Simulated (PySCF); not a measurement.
**Steps of a relaxation of [Yb(H2O)8]3+**

[Yb(H2O)8]3+ (singlet in the valence; each metal's 4f electrons, 13 of them, lie in its core potential, out of spins and levels). PySCF 2.14.0, RKS BP86, Yb lcecp-1-SVP with ECP59, O def2-SVP, H def2-SVP; non-relativistic Hamiltonian with scalar-relativistic core potentials where named; density fitting; no spin-orbit coupling. Origin of the start: displaced along the imaginary mode. Columns: position (Å) and force (eV/Å). Energies are counted from the last step; some of the 19 steps are shown. Forces carry noise of the integration grid, about 0.01 to 0.03 eV/Å.

Run from Python with OMP_NUM_THREADS=4. Where DIIS fails, smearing, a level shift and second-order steps follow.
It took 9.9 min on 4 threads of Intel(R) Xeon(R) Platinum 8259CL CPU @ 2.50GHz (Skylake/Cascade Lake), with other jobs on the host, from the converged density of the start.

```xyz
25
step 0  E = 0.769 eV
Yb    0.0000    0.0000    0.0000     0.00    0.00    0.00
O     2.0644   -0.0086    1.2352     1.11    0.13    0.09
H     2.2473   -0.2033    2.2012     0.04    0.13   -0.88
H     2.9562    0.2500    0.8223    -1.18   -0.30    0.78
O     0.0086    2.0644    1.2352    -0.13    1.11    0.09
H     0.2033    2.2473    2.2012    -0.13    0.04   -0.88
H    -0.2500    2.9562    0.8223     0.30   -1.18    0.78
O    -2.0644    0.0086    1.2352    -1.11   -0.13    0.09
H    -2.2473    0.2033    2.2012    -0.04   -0.13   -0.88
H    -2.9562   -0.2500    0.8223     1.18    0.30    0.78
O    -0.0086   -2.0644    1.2352     0.13   -1.11    0.09
H    -0.2033   -2.2473    2.2012     0.13   -0.04   -0.88
H     0.2500   -2.9562    0.8223    -0.30    1.18    0.78
O     1.4658    1.4537   -1.2352     0.69    0.88   -0.09
H     1.9136    2.2672   -0.8223    -0.62   -1.05   -0.77
H     1.7329    1.4453   -2.2012    -0.07    0.12    0.88
O    -1.4537    1.4658   -1.2352    -0.88    0.69   -0.09
H    -2.2672    1.9136   -0.8223     1.05   -0.62   -0.77
H    -1.4453    1.7329   -2.2012    -0.12   -0.07    0.88
O    -1.4658   -1.4537   -1.2352    -0.69   -0.88   -0.09
H    -1.9136   -2.2672   -0.8223     0.62    1.05   -0.77
H    -1.7329   -1.4453   -2.2012     0.07   -0.12    0.88
O     1.4537   -1.4658   -1.2352     0.88   -0.69   -0.09
H     2.2672   -1.9136   -0.8223    -1.05    0.62   -0.77
H     1.4453   -1.7329   -2.2012     0.12    0.07    0.88
```

```xyz
25
step 6  E = 0.122 eV
Yb    0.0000    0.0000   -0.0004     0.00    0.00    0.00
O     2.0324   -0.0306    1.2355     0.20   -0.12    0.28
H     2.2616   -0.4575    2.0998    -0.09    0.09   -0.31
H     2.8495    0.4481    0.9650    -0.08    0.01    0.08
O     0.0306    2.0324    1.2355     0.12    0.20    0.28
H     0.4575    2.2616    2.0998    -0.09   -0.09   -0.31
H    -0.4481    2.8495    0.9650    -0.01   -0.08    0.08
O    -2.0324    0.0306    1.2355    -0.20    0.12    0.28
H    -2.2616    0.4575    2.0998     0.09   -0.09   -0.31
H    -2.8495   -0.4481    0.9650     0.08   -0.01    0.08
O    -0.0306   -2.0324    1.2355    -0.12   -0.20    0.28
H    -0.4575   -2.2616    2.0998     0.09    0.09   -0.31
H     0.4481   -2.8495    0.9650     0.01    0.08    0.08
O     1.4578    1.4163   -1.2363     0.23    0.10   -0.26
H     1.6952    2.3335   -0.9639    -0.07   -0.09   -0.10
H     1.9229    1.2778   -2.1000    -0.13    0.01    0.31
O    -1.4163    1.4578   -1.2363    -0.10    0.23   -0.26
H    -2.3335    1.6952   -0.9639     0.09   -0.07   -0.10
H    -1.2778    1.9229   -2.1000    -0.01   -0.13    0.31
O    -1.4578   -1.4163   -1.2363    -0.23   -0.10   -0.26
H    -1.6952   -2.3335   -0.9639     0.07    0.09   -0.10
H    -1.9229   -1.2778   -2.1000     0.13   -0.01    0.31
O     1.4163   -1.4578   -1.2363     0.10   -0.23   -0.26
H     2.3335   -1.6952   -0.9639    -0.09    0.07   -0.10
H     1.2778   -1.9229   -2.1000     0.01    0.13    0.31
```

```xyz
25
step 12  E = 0.006 eV
Yb    0.0000    0.0000   -0.0005     0.00    0.00    0.00
O     2.0130   -0.0248    1.2740     0.04    0.01    0.04
H     2.2317   -0.5864    2.0524    -0.02    0.03   -0.04
H     2.8030    0.5460    1.1404    -0.01   -0.02    0.01
O     0.0248    2.0130    1.2740    -0.01    0.04    0.04
H     0.5864    2.2317    2.0524    -0.03   -0.02   -0.04
H    -0.5460    2.8030    1.1404     0.02   -0.01    0.01
O    -2.0130    0.0248    1.2740    -0.04   -0.01    0.04
H    -2.2317    0.5864    2.0524     0.02   -0.03   -0.04
H    -2.8030   -0.5460    1.1404     0.01    0.02    0.01
O    -0.0248   -2.0130    1.2740     0.01   -0.04    0.04
H    -0.5864   -2.2317    2.0524     0.03    0.02   -0.04
H     0.5460   -2.8030    1.1404    -0.02    0.01    0.01
O     1.4383    1.4066   -1.2755     0.03   -0.01   -0.06
H     1.5959    2.3670   -1.1379     0.01    0.01   -0.01
H     1.9918    1.1647   -2.0533    -0.05    0.01    0.05
O    -1.4066    1.4383   -1.2755     0.01    0.03   -0.06
H    -2.3670    1.5959   -1.1379    -0.01    0.01   -0.01
H    -1.1647    1.9918   -2.0533    -0.01   -0.05    0.05
O    -1.4383   -1.4066   -1.2755    -0.03    0.01   -0.06
H    -1.5959   -2.3670   -1.1379    -0.01   -0.01   -0.01
H    -1.9918   -1.1647   -2.0533     0.05   -0.01    0.05
O     1.4066   -1.4383   -1.2755    -0.01   -0.03   -0.06
H     2.3670   -1.5959   -1.1379     0.01   -0.01   -0.01
H     1.1647   -1.9918   -2.0533     0.01    0.05    0.05
```

Problem. Where does the relaxation end?

Solution. It stopped unconverged at step 18:
```xyz
25
step 18  E = 0
Yb    0.0000    0.0000    0.0001
O     2.0033   -0.0064    1.2940
H     2.1953   -0.5828    2.0667
H     2.8098    0.5433    1.1781
O     0.0064    2.0033    1.2940
H     0.5828    2.1953    2.0667
H    -0.5433    2.8098    1.1781
O    -2.0033    0.0064    1.2940
H    -2.1953    0.5828    2.0667
H    -2.8098   -0.5433    1.1781
O    -0.0064   -2.0033    1.2940
H    -0.5828   -2.1953    2.0667
H     0.5433   -2.8098    1.1781
O     1.4219    1.4105   -1.2944
H     1.6044    2.3694   -1.1778
H     1.9659    1.1375   -2.0666
O    -1.4105    1.4219   -1.2944
H    -2.3694    1.6044   -1.1778
H    -1.1375    1.9659   -2.0666
O    -1.4219   -1.4105   -1.2944
H    -1.6044   -2.3694   -1.1778
H    -1.9659   -1.1375   -2.0666
O     1.4105   -1.4219   -1.2944
H     2.3694   -1.6044   -1.1778
H     1.1375   -1.9659   -2.0666
```
